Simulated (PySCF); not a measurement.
Geometries of 2 isomers of C3H8O2Si, from PySCF, PBE0-D3(BJ)/def2-SVP geometry optimisation, gas phase. One conformer each, no zero-point energy, no frequencies.

Problem. Which is lower in electronic energy at this level?
A.
```xyz
14
angstrom
O      1.066    0.851   -0.827
C      1.456   -0.013   -0.081
O      2.729   -0.413   -0.051
C      0.578   -0.773    0.872
C     -0.700   -0.028    1.231
Si    -1.753    0.615   -0.220
H      3.199    0.104   -0.724
H      0.344   -1.727    0.365
H      1.173   -1.049    1.757
H     -1.344   -0.693    1.829
H     -0.468    0.832    1.882
H     -1.469    2.028   -0.594
H     -1.626   -0.284   -1.408
H     -3.185    0.558    0.228
```
B.
```xyz
14
angstrom
C      2.261    0.154   -0.068
C      1.598   -0.805    0.586
O      0.305   -1.140    0.448
Si    -0.876   -0.438   -0.530
C     -1.277    1.251    0.140
O     -2.176   -1.460   -0.498
H      3.320    0.311    0.140
H      1.793    0.790   -0.824
H      2.105   -1.432    1.329
H     -0.417   -0.412   -1.942
H     -2.077    1.724   -0.452
H     -1.615    1.185    1.186
H     -0.395    1.909    0.117
H     -2.560   -1.655    0.361
```

Solution. B. That is `C(=C)O[Si@H](C)O`, 24.9 kcal/mol below the other.

| SMILES | atoms numbered as above | E (Eh) | relative (kcal/mol) | relative (kJ/mol) | dipole (D) |
| --- | --- | --- | --- | --- | --- |
| C=CO[Si@H](C)O | [CH2:1]=[CH:2][O:3][Si@H:4]([CH3:5])[OH:6] | -558.42797 | 0.0 | 0.0 | 1.78 |
| O=C(O)CC[SiH3] | [O:1]=[C:2]([OH:3])[CH2:4][CH2:5][SiH3:6] | -558.38823 | 24.9 | 104.3 | 2.41 |

As drawn, the lower has an Si–O bond and a C=C bond outside aromatic rings, which the higher lacks; the higher has a C=O bond and a C(=O)–O unit, which the lower lacks.
